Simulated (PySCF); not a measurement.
O₃S, SMILES O=S(=O)=O.

Geometry optimised at B3LYP-D3(BJ)/def2-TZVP.

Computed with PBE/def2-TZVPD (PySCF).

Symmetry labels are those of the subgroup C2v that the program uses (full group D3h).

Computed valence orbital energies around the gap with their symmetry:
| orbital | symmetry | energy (eV) |
|---|---|---|
| HOMO−7 | B2 | -13.84 |
| HOMO−6 | B1 | -13.10 |
| HOMO−5 | A1 | -13.10 |
| HOMO−4 | A1 | -10.41 |
| HOMO−3 | B1 | -10.41 |
| HOMO−2 | B2 | -9.92 |
| HOMO−1 | A2 | -9.92 |
| HOMO | B1 | -8.29 |
| LUMO | A1 | -3.76 |
| LUMO+1 | B2 | -3.44 |
| LUMO+2 | A1 | 0.57 |
| LUMO+3 | B2 | 0.59 |
